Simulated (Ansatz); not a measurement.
Cost and result for the atomization energy of C₂H₆ClGa, SMILES `[CH3][GaH][CH2]Cl` (10 atoms, 9 bonds).

```xyz
10

C     1.541    0.006   -0.754
Ga   -0.280   -0.628   -0.387
C    -1.241    0.148    1.168
Cl   -1.885    1.526    0.169
H     1.754    0.029   -1.823
H     2.264   -0.669   -0.286
H     1.697    1.002   -0.338
H    -1.090   -1.624   -1.287
H    -2.104   -0.380    1.566
H    -0.657    0.591    1.972
```

Total charge 0; spin multiplicity 1. Correlated methods include outer-core shells of Ga, which these sets cover unevenly. Scalar relativity is left out up to krypton. The geometry is a stationary point of PBE0-D4/def2-TZVP. It is one conformer, not always the lowest. Program: Ansatz. All runs use 4 threads of an Arm Neoverse V2 on a shared host. Times are those of one run each, without the atoms' runs, and a repeat can differ threefold. Electronic energies, without spin–orbit coupling; frozen cores. CCSD(T)/CBS adds CCSD(T) − MP2 in def2-TZVPP to the MP2 limit, and its time is that of the two runs behind it. T1 = 0.011. With those shells the extrapolation isn't a true limit. B3LYP takes the VWN-RPA correlation (the form of Gaussian; ORCA's B3LYP/G). HSE06 is the plane-wave form, built on full-range PBE exchange.

CCSD(T)/CBS is a level of theory with its own doubt, some kJ/mol a heavy atom from the limit and from the frozen cores, so smaller differences don't rank the functionals.

| level | functions | wall time |
| --- | --- | --- |
| BLYP-D4/def2-TZVPP | 236 | 1.8 s |
| BHLYP-D4/def2-TZVPP | 236 | 2.8 s |
| HSE06-D4/def2-TZVPP | 236 | 3 s |
| CAM-B3LYP-D4/def2-TZVPP | 236 | 3.2 s |
| B3LYP-D4/def2-TZVPP (with forces) | 236 | 4.2 s |
| r2SCAN-D4/def2-TZVPP (with forces) | 236 | 4.4 s |
| B2PLYP/def2-TZVPP | 236 | 4.5 s |
| PBE-QIDH/def2-TZVPP | 236 | 4.6 s |
| CCSD(T)/def2-SVP | 108 | 4.8 s |
| r2SCANh-D4/def2-TZVPP | 236 | 5.5 s |
| MP2/def2-QZVPP | 453 | 19 s |
| CCSD(T)/def2-TZVPP | 236 | 2 min |
| CCSD(T)/CBS(def2) | – | 2.3 min |

Question: What atomization energy does each give, and how far from CCSD(T)/CBS? (Estimate.)

Answer: Ansatz gave: 
```tsv
level	atomization (kJ/mol)	difference from CCSD(T)/CBS	per bond
BLYP-D4/def2-TZVPP	3222.3	-56.2	-6.2
BHLYP-D4/def2-TZVPP	3183.7	-94.8	-10.5
HSE06-D4/def2-TZVPP	3276.7	-1.8	-0.2
CAM-B3LYP-D4/def2-TZVPP	3265.0	-13.5	-1.5
B3LYP-D4/def2-TZVPP (with forces)	3247.7	-30.8	-3.4
r2SCAN-D4/def2-TZVPP (with forces)	3283.3	4.8	0.5
B2PLYP/def2-TZVPP	3223.9	-54.6	-6.1
PBE-QIDH/def2-TZVPP	3267.4	-11.1	-1.2
CCSD(T)/def2-SVP	3104.7	-173.8	-19.3
r2SCANh-D4/def2-TZVPP	3269.6	-8.9	-1.0
MP2/def2-QZVPP	3281.3	2.8	0.3
CCSD(T)/def2-TZVPP	3210.3	-68.2	-7.6
CCSD(T)/CBS(def2)	3278.5	0.0	0.0
```

At CCSD(T), def2-SVP lies −173.8 kJ/mol from the extrapolated value and def2-TZVPP −68.2 kJ/mol: correlation converges slowly with the basis, and small sets miss more of it in the bonded molecule than in its fragments. The D4 term adds +33.0 kJ/mol with B3LYP and +17.3 kJ/mol with PBE0; it sums over pairs of atoms, weighted by their polarisabilities, and B3LYP, whose exchange is more repulsive, gets the larger term. From r2SCAN to r2SCAN0 (25 % exact exchange), in def2-TZVPP and without D4, the atomization energy moves by −33.7 kJ/mol: exact exchange takes away binding that semilocal exchange gives to molecules.
